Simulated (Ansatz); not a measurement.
BrH2NOSW, SMILES [S]=[W](=[NH])([OH])[Br], multiplicity 1.

Geometry: r2SCAN-D4/def2-SVP. The spin state was assumed, not searched. The structure was generated by enumeration; whether it is a known compound was not checked. The def2 effective core potentials stand for the cores of W; spin–orbit coupling is left out. The values are those of a single conformer.

Two levels are set side by side: PBE/def2-SVPD (Ansatz, a program for electronic structure) and CAM-B3LYP/def2-SVPD (Ansatz). Energy differences of separate SCF runs at the same geometry; the states with an electron removed or added have multiplicity 2 and 2. Differences are taken from unrounded values.

```tsv
quantity	CAM-B3LYP	PBE	PBE minus CAM-B3LYP
vertical ionisation energy (eV)	9.51	9.20	-0.30
vertical electron affinity (eV)	1.17	0.72	-0.46
vertical singlet–triplet gap (eV)	2.83	3.07	0.23
```
